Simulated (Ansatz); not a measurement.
One change: `C[CH2][Ga]([OH])[OH]` becomes `C[CH2][Al]([OH])[OH]`.

Ansatz, PBE0-D4/def2-TZVP geometries, multiplicity 1. Each molecule was computed in one conformer, which needn't be the lowest.

Scalar relativity is left out up to krypton.

```tsv
property	`C[CH2][Ga]([OH])[OH]`
HOMO–LUMO gap (PBE0/def2-TZVPP) / eV	8.02
HOMO–LUMO gap (PBE/def2-TZVPP) / eV	5.68
size of the dipole moment (ωB97M-V/def2-TZVPP) / D	0.45
HOMO energy (PBE/def2-TZVPP) / eV	-6.79
LUMO energy (PBE/def2-TZVPP) / eV	-1.10
size of the dipole moment (B3LYP/def2-TZVPP) / D	0.40
```

Problem. Give the same properties after the change, and the shifts. (Estimate.)

Solution. The calculation gave: 
| property | `C[CH2][Al]([OH])[OH]` | shift |
| --- | --- | --- |
| HOMO–LUMO gap (PBE0/def2-TZVPP) / eV | 7.72 | -0.30 |
| HOMO–LUMO gap (PBE/def2-TZVPP) / eV | 5.57 | -0.11 |
| size of the dipole moment (ωB97M-V/def2-TZVPP) / D | 1.42 | 0.97 |
| HOMO energy (PBE/def2-TZVPP) / eV | -6.46 | 0.33 |
| LUMO energy (PBE/def2-TZVPP) / eV | -0.88 | 0.22 |
| size of the dipole moment (B3LYP/def2-TZVPP) / D | 1.41 | 1.01 |

With PBE0 the HOMO rises by 0.46 eV and the LUMO rises by 0.16 eV, so the gap narrows by about 0.30 eV. PBE moves the HOMO by 0.33 eV and ωB97M-V by 0.44 eV. Dipoles are sizes alone; their direction can turn.

B3LYP here is the variant with VWN-RPA as its local correlation; programs differ in this.
